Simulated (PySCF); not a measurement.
Compound: C4H10NO2Si (doublet state).
Structure used (GFN2-xTB), in Å, numbered top down from 1:
```
atom  x, y, z in Å
O1    -1.956    1.686   -0.538
C2    -2.788    0.700   -0.022
O3    -2.479   -0.585   -0.365
C4    -1.113   -0.855   -0.572
C5    -0.288   -0.647    0.679
N6     0.956   -0.733    0.810
C7     1.835   -1.017   -0.270
Si8    2.519    0.644   -0.939
H9    -2.295    2.543   -0.266
H10   -3.856    0.871   -0.089
H11   -0.718   -0.224   -1.380
H12   -1.068   -1.904   -0.884
H13   -0.862   -0.395    1.565
H14    2.665   -1.597    0.138
H15    1.377   -1.596   -1.081
H16    3.064    1.413    0.176
H17    1.437    1.385   -1.588
H18    3.561    0.317   -1.916
```

The hyperfine couplings belong to this conformer and change with its torsions.

As a line formula: `O[CH]OC/C=N\C[SiH3]` [radical].

Method: PySCF, UKS B3LYP, pcH-1 on C H N O Si, non-relativistic, mean-field spin-orbit, GIAO. One conformer (not necessarily the lowest) at the GFN2-xTB geometry, without solvent, vibrations or thermal averaging. A GFN2-xTB geometry isn't a minimum of the functional, and hyperfine couplings can be far from their values at a DFT geometry. No stability test was run, so a lower SCF solution isn't excluded.

Task: The isotropic 17O couplings are -22.9, -17.9 MHz. Assign them to O1; O3.

Result: 
| site | a_iso (MHz) | ρ(0) (bohr⁻³) | position | distance from C2 (Å) | spin population | largest \|T\| (MHz) |
| --- | --- | --- | --- | --- | --- | --- |
| O1 | -22.9 | +0.0379 | 1 bond from C2 | 1.39 | +0.10 | 56.6 |
| O3 | -17.9 | +0.0295 | 1 bond from C2 | 1.37 | +0.10 | 55.9 |

Task: Match the computed a_iso(13C) values +284.0, -3.2, +1.4 MHz with the sites C2; C4; C7.

Result: 
| site | a_iso (MHz) | ρ(0) (bohr⁻³) | position | distance from C2 (Å) | spin population | largest \|T\| (MHz) |
| --- | --- | --- | --- | --- | --- | --- |
| C2 | +284.0 | +0.2526 | largest spin population | 0.00 | +0.80 | 141.6 |
| C4 | -3.2 | -0.0028 | 2 bonds from C2 | 2.35 | -0.01 | 2.3 |
| C7 | +1.4 | +0.0012 | 5 bonds from C2 | 4.94 | 0.00 | 0.5 |

ρ(0) is the spin density at the nucleus and T the dipolar tensor; a_iso includes a spin–orbit part; entries for several nuclei are means. The largest Mulliken spin populations are on C2 (+0.80), O1 (+0.10) and O3 (+0.10). No atom but C2 exceeds +0.15. The angles at C2 add up to 343.9°, so it is pyramidal.

The spin density at the nucleus, in bohr⁻³, is negative for C4 (-0.0028) and H9 (-0.0021), for instance. A restricted open-shell determinant has no negative spin density anywhere; here it arises because α and β orbitals differ (spin polarisation).

Class means assume fast exchange of nuclei equivalent by connectivity; if that motion is slow, each nucleus keeps its own coupling. The 1H value of +6.5 MHz is a mean of couplings from -1.6 to 14.5 MHz in this one geometry, not an average over conformers.
